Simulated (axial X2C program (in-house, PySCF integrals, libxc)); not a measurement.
## Ionising InH

All values come from calculations with an in-house all-electron X2C program for linear molecules (integrals from PySCF), spin-free (one-electron X2C) or two-component (2c: spin–orbit coupling with atomic mean-field Coulomb and Gaunt terms, which also bring small scalar terms), in Dyall basis sets with cores contracted in-house; open shells are unrestricted.

Basis sets: H dyall-v3z, In dyall-cv3z.

```
Hamiltonian  level       InH state  Re (Å)  ωe (cm⁻¹)  De (eV)
  spin-free     HF  M_S = 0, Λ = 0   1.844     1523.7     1.84
  spin-free   PBE0  M_S = 0, Λ = 0   1.849     1461.7     2.63
         2c     HF           Ω = 0   1.844     1524.3     1.66
         2c   PBE0           Ω = 0   1.849     1461.9      n/a
```

Adiabatic ionisation energy (minimum to minimum, no zero-point term) and constants of InH⁺:

```tsv
Hamiltonian	level	InH⁺ state	IE (eV)	Re (Å)	ωe (cm⁻¹)	De (eV)	fragments
spin-free	HF	M_S = 1/2, Λ = 0	6.99	1.827	1072.7	0.07	In+ + H
spin-free	PBE0	M_S = 1/2, Λ = 0	7.92	1.844	1101.0	0.33	In+ + H
2c	HF	Ω = 1/2	6.99	1.826	1077.3	0.07	In+ + H
2c	PBE0	Ω = 1/2	7.93	1.843	1105.8	0.33	In+ + H
```

Add the zero-point terms to the ionisation energy at PBE0, 2c, and say whether the electron removed was bonding.

IE0 = IE + (ωe⁺ − ωe)/2 = 7.93 + (-0.022) = 7.91 eV. Re changes by -0.006 Å, so the electron was nearly non-bonding.

Each entry is the lowest single determinant of a limited PBE0 search at one distance. De goes to single-determinant-based atoms at the same level (for ions the charge split of lowest energy) and is withheld (n/a) where an atom does not fit its ground term or J level. Main or longest-lived isotopes. The functionals have no current term, which raises determinants with orbital currents.
